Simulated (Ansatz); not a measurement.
Cl4Ge (SMILES [Cl][Ge]([Cl])([Cl])[Cl]), singlet, at a GFN2-xTB geometry. Base run: BLYP/def2-SVP (Ansatz, an electronic-structure program).

Geometry (Å):
```xyz
5

Cl    -0.9399    -1.5123    -1.1643
Ge     0.0000     0.0000     0.0000
Cl     2.0825    -0.4097     0.1468
Cl    -0.2868     1.8918    -0.9300
Cl    -0.8558     0.0301     1.9475
```
All else is at Ansatz's defaults.
Base energy -3917.16368 Eh.

The base run was repeated with changes; each row names its change, and settings that it needs were set with it.

```tsv
change	ΔE vs base (kcal/mol)
base	0.000
final_grid = 6, 12, 29	0.011
point_charge = charge:-1.0 position_ang:2.2084, -3.5034, -3.0233	-1.67
accuracy = high	-0.003
fitting.mean_field = cc-pVTZ-JKFIT	[?]
lower_state_search = full	0.000
point_charge = charge:1.0 position_ang:4.7164, 0.2821, 1.9917	-3.75
final_grid = 4, 8, 17	[?]
final_grid = 10, 20, 41	-0.005
final_grid = 14, 28, 59	-0.004
lower_state_search = light	0.000
```

Problem. What belongs in the gaps?

Solution. 
- fitting.mean_field = cc-pVTZ-JKFIT, ΔE vs base (kcal/mol): -0.170
- final_grid = 4, 8, 17, ΔE vs base (kcal/mol): 0.263
